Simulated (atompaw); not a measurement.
## magnesium (Mg): PAW (atompaw) pseudisation with PBE, scalar-relativistic reference atom.

| Item | Value |
| --- | --- |
| Element | Mg |
| Generator | atompaw 4.2.0.5 |
| Type | PAW |
| Functional | PBE |
| Relativity | scalar-relativistic |
| Frozen core | [He] 2s2 |
| Valence charge | 8 |
| Reference configuration | 2p6 3s1.5 3p0.5 |
| Partial waves | 3s (bound): rc 1.85 bohr; 3s channel at 4.8 Ry: rc 1.85 bohr; 2p (bound): rc 1.00 bohr; 3p (bound): rc 1.85 bohr |
| Local potential | bessel scheme, radius 1.85 bohr |
| Core correction | smooth core density matched at 1.25 bohr |
| Augmentation charge | sinc compensation charge, radius 1.60 bohr; PAW radius 1.85 bohr; waves and projectors: custom rrkj vanderbiltortho |

All-electron outer shells of the reference configuration (PBE, scalar-relativistic, ld1.x):

| shell | level (eV) | outermost node (bohr) | outermost maximum (bohr) |
| --- | --- | --- | --- |
| 1s | -1260.75 | – | 0.09 |
| 2s | -80.92 | 0.18 | 0.54 |
| 2p | -47.68 | – | 0.48 |
| 3s | -5.22 | 0.90 | 2.53 |
| 3p | -1.73 | 0.95 | 3.41 |

Problem. Does the generator finish with these settings?

Solution. Yes, a potential is produced.

Problem. Estimate the cutoffs (Ry, on a coarse ladder) from which the occupation-weighted sum of valence levels, in a spherical-Bessel basis at the reference potential, stays within 10 and 1 mRy of its value at 400 Ry.

Solution. 80 Ry and 140 Ry.

Problem. What does a ghost test show?

Solution. No extra level below or beside the all-electron valence levels (s, p, d, f tested).

Problem. Is the overlap operator S = 1 + Σ q|β⟩⟨β| positive definite (Bessel basis up to 400 Ry)?

Solution. Yes: its lowest eigenvalue is 0.60 (p channel).

Problem. Which valence shell sets the plane-wave cutoff?

Solution. 2p: its level needs 90 Ry to come within 1 mRy, against 10 Ry for 3s.
